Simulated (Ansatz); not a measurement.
`CC[CH]([GaH2])CCl` + H₂ → `CCCCCl` + `[GaH3]`  (hydrogenolysis of a C–Ga bond)

Gas-phase electronic energies from Ansatz, PBE0-D4/def2-TZVP geometries. CBS: MP2 limit from def2 TZ/QZ plus the TZ coupled-cluster correction, frozen cores. This one scheme is used for every species. Functionals use def2-TZVPP. B3LYP here is the variant with VWN-RPA as its local correlation; programs differ in this. HSE06 is defined as in plane-wave codes. For Ga outer-core shells are correlated without core-valence functions, which leaves a few kJ/mol of doubt a bond. Scalar relativity is left out up to krypton. Each species was taken in one conformer, which may not be the lowest.

Task: Is it downhill or uphill in electronic energy at CCSD(T)/CBS, and by how much? (Estimate.)

Result: Ansatz gave: Downhill: ΔE = -28.8 kJ/mol.

Task: What do these levels give: BLYP-D4, B97M-V, PBE0-D4, ωB97X-V, B2PLYP, B3LYP, HSE06, CCSD/def2-SVP, CCSD/def2-TZVPP, HF/CBS(def2), MP2/CBS(def2), CCSD/CBS(def2)? (Best estimate.)

Result: Ansatz gave: BLYP-D4 -28.5, B97M-V -52.3, PBE0-D4 -38.0, ωB97X-V -43.5, B2PLYP -45.7, B3LYP -56.0, HSE06 -48.4, CCSD/def2-SVP -55.2, CCSD/def2-TZVPP -42.9, HF/CBS(def2) -82.7, MP2/CBS(def2) -19.0, CCSD/CBS(def2) -36.8 kJ/mol.

Task: What do rigid-rotor, harmonic-oscillator terms from PBE0-D4/def2-TZVP frequencies (298.15 K, 1 bar) make of the CCSD(T)/CBS value? (An estimate is asked.)

Result: Ansatz gave: ΔZPE = +16.8 kJ/mol, ΔH = -17.1 kJ/mol, ΔS = 20 J/(mol·K), ΔG = -23.2 kJ/mol.

Largest T1 diagnostic among the species: 0.013.

In def2-TZVPP, CCSD(T) changes the Hartree–Fock value by +46.4 kJ/mol (the triples alone add +8.1 kJ/mol) and MP2 by +56.2 kJ/mol. From r2SCAN to r2SCAN0 (25 % exact exchange), in def2-TZVPP and without D4, ΔE moves by −6.1 kJ/mol. At CCSD(T), def2-SVP lies −20.4 kJ/mol from the extrapolated value and def2-TZVPP −6.0 kJ/mol.
